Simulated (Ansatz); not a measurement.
Steps of a relaxation of `CC[O][In]([CH3])[Cl]` with RKS PBE0-D4/def2-TZVP.

```sh
$ ansatz run in.yaml --threads 2 --pin off --events-out ev --progress --plain --max-ram 22528MiB --backend cuda --devices 0, --max-vram 18GiB
```

```yaml
crystal:
  periodic: [false, false, false]
  atoms:
    - {symbol: C, position_ang: [-2.091400, 0.856780, -0.569760]}
    - {symbol: C, position_ang: [-1.169520, -0.026930, -1.404410]}
    - {symbol: O, position_ang: [0.162120, 0.041740, -0.984820]}
    - {symbol: In, position_ang: [0.828800, -0.725120, 0.741820]}
    - {symbol: C, position_ang: [2.905060, -0.146730, 1.300300]}
    - {symbol: Cl, position_ang: [-0.624990, -2.272250, 1.686740]}
    - {symbol: H, position_ang: [-2.093930, 0.497830, 0.464330]}
    - {symbol: H, position_ang: [-1.731040, 1.883370, -0.582360]}
    - {symbol: H, position_ang: [-3.105320, 0.825390, -0.962670]}
    - {symbol: H, position_ang: [-1.543300, -1.063330, -1.382720]}
    - {symbol: H, position_ang: [-1.181080, 0.311690, -2.450090]}
    - {symbol: H, position_ang: [3.457630, -1.055970, 1.516320]}
    - {symbol: H, position_ang: [2.864590, 0.492020, 2.177260]}
    - {symbol: H, position_ang: [3.322380, 0.381510, 0.450050]}
basis:
  gaussian: {orbitals: def2-TZVP}
hamiltonian: {xc: pbe0, dispersion: d4}
relax: {f_tol: 0.005, max_steps: 150}
```

Positions (Å) and forces (eV/Å) along the path, 9 of 20 steps:

```xyz
14
step=1 energy=-22979.2779 eV
C    -2.091    0.857   -0.570    0.442   -0.359   -0.188
C    -1.170   -0.027   -1.404   -0.213    0.075    0.037
O     0.162    0.042   -0.985    0.274   -0.103    0.496
In    0.829   -0.725    0.742    1.016    0.519   -0.295
C     2.905   -0.147    1.300   -1.108   -0.381   -0.157
Cl   -0.625   -2.272    1.687   -0.071   -0.031    0.065
H    -2.094    0.498    0.464   -0.138    0.032    0.034
H    -1.731    1.883   -0.582    0.000    0.149    0.001
H    -3.105    0.825   -0.963   -0.191    0.026    0.042
H    -1.543   -1.063   -1.383   -0.024    0.087   -0.066
H    -1.181    0.312   -2.450   -0.108   -0.069    0.024
H     3.458   -1.056    1.516    0.078   -0.046    0.026
H     2.865    0.492    2.177    0.015    0.051    0.073
H     3.322    0.382    0.450    0.029    0.051   -0.091
14
step=7 energy=-22979.3807 eV
C    -2.140    0.842   -0.584   -0.005    0.005    0.000
C    -1.196   -0.023   -1.391    0.007   -0.002   -0.001
O     0.152    0.188   -1.039   -0.007    0.002    0.002
In    0.967   -0.584    0.582    0.002   -0.011   -0.005
C     2.920   -0.213    1.325   -0.006    0.005    0.010
Cl   -0.524   -2.083    1.597   -0.001    0.001    0.000
H    -2.109    0.565    0.474    0.001    0.001   -0.001
H    -1.866    1.896   -0.677    0.000   -0.002   -0.001
H    -3.171    0.721   -0.928    0.002   -0.002    0.000
H    -1.482   -1.078   -1.280   -0.001    0.002    0.002
H    -1.289    0.222   -2.456    0.001    0.000    0.001
H     3.403   -1.163    1.544   -0.002    0.002   -0.003
H     2.839    0.367    2.245    0.007   -0.002    0.000
H     3.497    0.343    0.588    0.003    0.001   -0.004
14
step=8 energy=-22979.3808 eV
C    -2.146    0.845   -0.589    0.008   -0.006   -0.003
C    -1.195   -0.022   -1.386    0.012    0.008   -0.001
O     0.151    0.196   -1.031   -0.007   -0.003    0.005
In    0.971   -0.585    0.584   -0.007    0.004    0.001
C     2.923   -0.215    1.325   -0.009   -0.004    0.000
Cl   -0.523   -2.084    1.596    0.001    0.000   -0.002
H    -2.116    0.578    0.472   -0.001    0.001    0.001
H    -1.878    1.899   -0.691    0.001    0.004    0.000
H    -3.175    0.714   -0.935   -0.005    0.000   -0.001
H    -1.478   -1.077   -1.267   -0.005   -0.006    0.000
H    -1.285    0.215   -2.453   -0.005    0.000   -0.002
H     3.409   -1.168    1.530    0.009   -0.002    0.001
H     2.846    0.352    2.253    0.003    0.002    0.001
H     3.496    0.351    0.593    0.004    0.002   -0.001
14
step=10 energy=-22979.3809 eV
C    -2.148    0.850   -0.595    0.002   -0.003   -0.002
C    -1.195   -0.025   -1.381   -0.002    0.001    0.002
O     0.149    0.196   -1.021   -0.001    0.000   -0.001
In    0.969   -0.589    0.592    0.001    0.001   -0.002
C     2.925   -0.215    1.325    0.007   -0.001    0.002
Cl   -0.523   -2.092    1.598    0.001    0.000    0.001
H    -2.122    0.592    0.468   -0.001    0.001    0.000
H    -1.880    1.904   -0.706    0.000   -0.001    0.000
H    -3.176    0.716   -0.944    0.001    0.002    0.001
H    -1.480   -1.078   -1.255    0.001    0.001   -0.001
H    -1.280    0.204   -2.451    0.000   -0.001    0.001
H     3.425   -1.167    1.503   -0.004    0.007   -0.001
H     2.852    0.330    2.266    0.000   -0.003   -0.004
H     3.485    0.373    0.600   -0.005   -0.003    0.005
14
step=14 energy=-22979.3809 eV
C    -2.144    0.856   -0.601    0.001    0.000    0.000
C    -1.199   -0.033   -1.379    0.002    0.001    0.000
O     0.148    0.185   -1.026   -0.001   -0.001    0.000
In    0.969   -0.589    0.591    0.000   -0.002   -0.001
C     2.924   -0.213    1.326    0.010    0.005    0.008
Cl   -0.522   -2.089    1.605    0.000    0.001    0.001
H    -2.116    0.610    0.466    0.000    0.000   -0.001
H    -1.868    1.907   -0.723   -0.001    0.000    0.000
H    -3.174    0.726   -0.944   -0.001    0.000    0.000
H    -1.488   -1.084   -1.240    0.000    0.000    0.000
H    -1.286    0.183   -2.451    0.000    0.000    0.001
H     3.443   -1.163    1.453   -0.006    0.012   -0.002
H     2.847    0.282    2.294    0.003   -0.008   -0.015
H     3.466    0.421    0.627   -0.007   -0.009    0.010
14
step=16 energy=-22979.3810 eV
C    -2.142    0.856   -0.601    0.002    0.000    0.000
C    -1.199   -0.035   -1.380    0.003    0.002    0.001
O     0.148    0.181   -1.028   -0.002   -0.001    0.000
In    0.968   -0.588    0.593   -0.001    0.000    0.000
C     2.923   -0.213    1.326    0.014    0.004    0.008
Cl   -0.527   -2.079    1.614    0.000    0.000    0.000
H    -2.114    0.610    0.465    0.000    0.000    0.000
H    -1.866    1.906   -0.725   -0.001    0.000    0.000
H    -3.173    0.727   -0.944   -0.001    0.000    0.000
H    -1.490   -1.085   -1.240    0.000   -0.001    0.000
H    -1.286    0.181   -2.452    0.000    0.000    0.000
H     3.449   -1.162    1.434   -0.008    0.015   -0.002
H     2.848    0.265    2.303    0.001   -0.009   -0.017
H     3.459    0.436    0.635   -0.007   -0.010    0.011
14
step=17 energy=-22979.3810 eV
C    -2.142    0.856   -0.602    0.000    0.000    0.000
C    -1.198   -0.035   -1.380    0.001    0.001    0.001
O     0.148    0.181   -1.027   -0.002    0.000    0.000
In    0.968   -0.587    0.594    0.001   -0.002   -0.001
C     2.923   -0.213    1.326    0.010    0.003    0.007
Cl   -0.527   -2.078    1.616    0.000    0.001    0.000
H    -2.115    0.610    0.465    0.000    0.000    0.000
H    -1.866    1.906   -0.725    0.000    0.000    0.000
H    -3.173    0.726   -0.945    0.000    0.000    0.000
H    -1.489   -1.085   -1.241    0.000    0.000    0.000
H    -1.286    0.181   -2.452    0.000    0.000    0.000
H     3.449   -1.162    1.432   -0.006    0.010   -0.001
H     2.849    0.263    2.303    0.002   -0.006   -0.012
H     3.458    0.437    0.636   -0.006   -0.007    0.007
14
step=19 energy=-22979.3810 eV
C    -2.142    0.855   -0.603   -0.002    0.000    0.000
C    -1.198   -0.036   -1.380   -0.002   -0.001    0.000
O     0.149    0.179   -1.027    0.002    0.001    0.001
In    0.966   -0.586    0.597    0.000    0.000   -0.001
C     2.924   -0.214    1.325    0.002    0.000    0.001
Cl   -0.532   -2.069    1.625    0.000    0.000    0.000
H    -2.115    0.610    0.463    0.000    0.000    0.000
H    -1.866    1.905   -0.726    0.001    0.000    0.000
H    -3.172    0.725   -0.947    0.001    0.000    0.000
H    -1.489   -1.086   -1.241    0.000    0.000    0.000
H    -1.284    0.180   -2.453    0.000    0.000    0.000
H     3.454   -1.161    1.415   -0.001    0.002    0.000
H     2.852    0.248    2.310    0.000   -0.001   -0.001
H     3.453    0.449    0.642   -0.001   -0.001    0.001
14
step=20 energy=-22979.3810 eV
C    -2.142    0.855   -0.604   -0.001    0.000    0.000
C    -1.197   -0.037   -1.381   -0.002   -0.001   -0.001
O     0.149    0.178   -1.027    0.002    0.001    0.001
In    0.966   -0.585    0.598   -0.001    0.000    0.000
C     2.924   -0.214    1.325    0.002   -0.001    0.001
Cl   -0.534   -2.064    1.630    0.000    0.000    0.000
H    -2.115    0.610    0.463    0.000    0.000    0.000
H    -1.865    1.905   -0.728    0.000    0.000    0.000
H    -3.172    0.725   -0.948    0.000    0.000    0.000
H    -1.490   -1.087   -1.241    0.000    0.000    0.000
H    -1.284    0.178   -2.453    0.000    0.000    0.000
H     3.457   -1.160    1.404   -0.001    0.003    0.000
H     2.854    0.238    2.315    0.000   -0.001   -0.003
H     3.449    0.456    0.647   -0.001   -0.001    0.002
```

Hardware: 2 threads of an AMD EPYC 7R13 on a shared host and a share of an NVIDIA H100 80 GB. Wall time 33 s, peak host memory 0.96 GiB.
